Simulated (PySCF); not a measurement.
A calculated (TPSS, PySCF 2.14, pcseg-2, the non-relativistic Hamiltonian (point nucleus)) atom or ion has these occupied shells.

```json
{"shell": "1s α", "electrons": "1", "orbital energy (eV)": "-714.14", "rms radius, mean of both spins (bohr)": "0.205"}
{"shell": "1s β", "electrons": "1", "orbital energy (eV)": "-710.82", "rms radius, mean of both spins (bohr)": "0.205"}
{"shell": "2s α", "electrons": "1", "orbital energy (eV)": "-71.385", "rms radius, mean of both spins (bohr)": "1.01"}
{"shell": "2s β", "electrons": "1", "orbital energy (eV)": "-63.544", "rms radius, mean of both spins (bohr)": "1.01"}
{"shell": "2p α", "electrons": "3", "orbital energy (eV)": "-51.975", "rms radius, mean of both spins (bohr)": "0.987"}
```

Name the element and its charge.

F²⁺ (fluorine, charge +2), in [He] 2s2 2p3, high-spin 4S determinant.
